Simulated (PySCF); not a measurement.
A PySCF script (with the pyscf-properties extension) for the NMR shieldings of SMILES [NH3+][AlH2-][C@@]1(CF)CC[C@@H]1F, C5H12AlF2N, on a GFN2-xTB geometry:

```python
import basis_set_exchange as bse
import numpy as np
from pyscf import gto, dft
from pyscf.prop import nmr

atoms = """
N    -2.244193   -0.843619    0.803172
Al   -1.490784    1.018135    0.355153
C     0.404787    0.379969   -0.232504
C     0.767872    1.790703   -0.629643
F    -0.354531    2.596460   -0.232627
C     1.337030   -0.300637    0.803474
C     1.450699   -1.515908   -0.128070
C     0.799574   -0.704582   -1.249910
F     1.738083   -0.284645   -2.182976
H    -1.741767   -1.345484    1.530278
H    -2.367138   -1.458349    0.003214
H    -3.162741   -0.604729    1.161998
H    -2.574210    1.301701   -0.734040
H    -1.562231    1.505631    1.839388
H     0.859551    1.934004   -1.706538
H     1.624611    2.223603   -0.110223
H     0.896145   -0.486921    1.784610
H     2.289813    0.210837    0.940616
H     2.461557   -1.849450   -0.353624
H     0.851609   -2.371481    0.178573
H     0.007343   -1.178294   -1.840793
"""
names = dict.fromkeys(["N", "Al", "C", "F", "H"], "pcSseg-1")
basis = {el: gto.basis.parse(bse.get_basis(n, elements=[el], fmt="nwchem")) for el, n in names.items()}
mol = gto.M(atom=atoms, basis=basis, charge=0, verbose=0)
mf = dft.RKS(mol, xc="PBE0")
mf.grids.level = 2
mf.grids.alignment = dft.numint.BLKSIZE   # the property module wants whole blocks of grid points
mf.conv_tol = 1e-9
mf.kernel()

calc = nmr.RKS(mf)   # GIAO
C = mf.mo_coeff
Co = C[:, mf.mo_occ > 0]
resp = mf.gen_response(singlet=True, hermi=2)
def vind(x):   # induced exchange potential for any number of trial vectors
    d = np.einsum("pi,xij,qj->xpq", C, 2 * x.reshape(-1, C.shape[1], Co.shape[1]), Co, optimize=True)
    return np.einsum("xpq,pi,qj->xij", resp(d - d.transpose(0, 2, 1)), C, Co, optimize=True).ravel()
mo1, _ = nmr.rhf.solve_mo1(calc, with_cphf=vind)
sigma = calc.kernel(mo1)
for i, s in enumerate(sigma):   # ppm
    print("%2d %-2s %9.2f" % (i, mol.atom_pure_symbol(i), np.trace(s) / 3))
```

Question: Give the expected output.

Answer: 
```
 0 N     232.71
 1 Al    459.34
 2 C     144.60
 3 C      80.61
 4 F     368.45
 5 C     152.59
 6 C     156.99
 7 C      88.23
 8 F     375.06
 9 H      29.65
10 H      29.89
11 H      29.80
12 H      27.77
13 H      27.88
14 H      25.64
15 H      26.46
16 H      29.27
17 H      29.27
18 H      29.54
19 H      29.79
20 H      26.46
```

These numbers come from an equivalent density-fitted implementation of the same equations, which agrees with the script to about 0.01 ppm for H and up to a few tenths of a ppm for heavy atoms, so last digits may differ.

Size and cost of the density-fitted run: 220 basis functions, 44 s wall time on 1 thread of an Arm Neoverse V2, shared host; peak memory 1.1 GiB.
